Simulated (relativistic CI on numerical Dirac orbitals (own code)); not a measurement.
Yb III: computed level list

Calculated at this level of theory: Dirac-Coulomb-Breit CI, KLI orbitals optimised for each configuration, QED by a radiative potential, valence Slater integrals scaled by 0.85, P86 correlation energy added to each configuration (own radial code, finite nucleus).

CI space (outside the closed core [Kr] 4d10 5s2): 4f¹⁴5p⁶, 4f¹³5p⁶6s, 4f¹³5p⁶5d, 4f¹³5p⁶6p, 4f¹³5p⁶5f, 4f¹³5p⁶7s, 4f¹⁴5p⁵5d, 4f¹³5p⁶6d, 4f¹³5p⁶7p, 4f¹³5p⁶8s, 4f¹³5p⁶7d, 4f¹³5p⁶8p, 4f¹³5p⁶6f, 4f¹³5p⁶5g, 4f¹⁴5p⁵5f, 4f¹⁴5p⁵6s. Double excitations out of closed p, d and f shells are left out; levels of such configurations are missing from the list, as are those of other unlisted configurations, and high levels can miss mixing partners.

```csv
No.,Configuration,Term,J,E (cm⁻¹),%,Landé g,jj configuration (%)
1,4f¹⁴5p⁶,¹S,0,0.0,99,,closed (99)
2,4f¹³5p⁶5d,³P°,2,10036.6,92,1.470,4f7/2^7 5d3/2 (76)
3,4f¹³5p⁶5d,³H°,5,13862.6,56,1.021,4f7/2^7 5d3/2 (95)
4,4f¹³5p⁶6s,³F°,4,14280.0,100,1.249,4f7/2^7 6s (100)
5,4f¹³5p⁶6s,¹F°,3,14638.3,53,1.037,4f7/2^7 6s (99)
6,4f¹³5p⁶5d,³H°,6,14983.9,100,1.166,4f7/2^7 5d5/2 (100)
7,4f¹³5p⁶5d,³D°,3,15961.8,69,1.249,4f7/2^7 5d3/2 (84)
8,4f¹³5p⁶5d,³P°,1,16014.7,83,1.360,4f7/2^7 5d5/2 (64)
9,4f¹³5p⁶5d,¹D°,2,16834.0,54,1.023,4f7/2^7 5d5/2 (77)
10,4f¹³5p⁶5d,³F°,4,17293.2,59,1.148,4f7/2^7 5d3/2 (84)
11,4f¹³5p⁶5d,¹G°,4,18995.4,38,1.057,4f7/2^7 5d5/2 (82)
12,4f¹³5p⁶5d,¹F°,3,19473.9,41,1.074,4f7/2^7 5d5/2 (82)
13,4f¹³5p⁶5d,³G°,5,19859.7,83,1.167,4f7/2^7 5d5/2 (94)
14,4f¹³5p⁶5d,³P°,0,21338.2,100,,4f5/2^5 4f7/2^8 5d5/2 (100)
15,4f¹³5p⁶5d,³H°,4,23856.6,77,0.848,4f5/2^5 4f7/2^8 5d3/2 (88)
16,4f¹³5p⁶6s,³F°,2,24415.9,100,0.664,4f5/2^5 4f7/2^8 6s (100)
17,4f¹³5p⁶6s,³F°,3,24693.1,53,1.044,4f5/2^5 4f7/2^8 6s (99)
18,4f¹³5p⁶5d,¹D°,2,25484.9,45,0.977,4f5/2^5 4f7/2^8 5d3/2 (87)
19,4f¹³5p⁶5d,³D°,1,25913.9,85,0.641,4f5/2^5 4f7/2^8 5d5/2 (82)
20,4f¹³5p⁶5d,¹H°,5,26363.7,44,1.043,4f5/2^5 4f7/2^8 5d5/2 (97)
21,4f¹³5p⁶5d,³F°,2,27608.0,62,0.858,4f5/2^5 4f7/2^8 5d5/2 (87)
22,4f¹³5p⁶5d,³G°,3,28746.8,50,0.887,4f5/2^5 4f7/2^8 5d3/2 (95)
23,4f¹³5p⁶5d,³G°,3,29427.0,39,0.952,4f5/2^5 4f7/2^8 5d5/2 (95)
24,4f¹³5p⁶5d,³G°,4,30143.0,54,1.043,4f5/2^5 4f7/2^8 5d5/2 (94)
25,4f¹³5p⁶5d,¹P°,1,32391.3,90,0.993,4f5/2^5 4f7/2^8 5d3/2 (67)
26,4f¹³5p⁶6p,³D,3,49875.1,72,1.253,4f7/2^7 6p1/2 (96)
27,4f¹³5p⁶6p,³G,4,50181.4,46,1.064,4f7/2^7 6p1/2 (99)
28,4f¹³5p⁶6p,³G,5,54816.2,100,1.199,4f7/2^7 6p3/2 (100)
29,4f¹³5p⁶6p,¹D,2,54980.7,50,1.060,4f7/2^7 6p3/2 (99)
30,4f¹³5p⁶6p,¹F,3,55698.3,46,1.089,4f7/2^7 6p3/2 (96)
```

Energies count from the lowest computed level; ° marks odd parity. Filled j subshells are mostly left out of the jj labels.

The mean weight of the leading LS term, summed over parents, in these 30 levels is 68 %, and that of the leading jj configuration (from the same eigenvectors) 91 %, so jj coupling describes them better and the LS labels are nominal.

Correlation outside the listed configurations is missing or only estimated: errors of thousands of cm⁻¹ between configurations and terms are usual at this charge. Rates and lifetimes follow the computed energies and can be off by large factors. The fine structure of a lone outer electron comes out too small, for d and f at times inverted, and misplaced configurations move strength between like terms. 25 of the 35 excited levels that our extract of the measured tables holds in this range could be paired (the sources list more); they are missed by 24600 cm⁻¹ on average and 33530 at most, and levels without a partner can miss by more.

LS names give the leading component of a level, which can be under half, so a name can repeat, a term be missing and a line seem to break the LS rules.
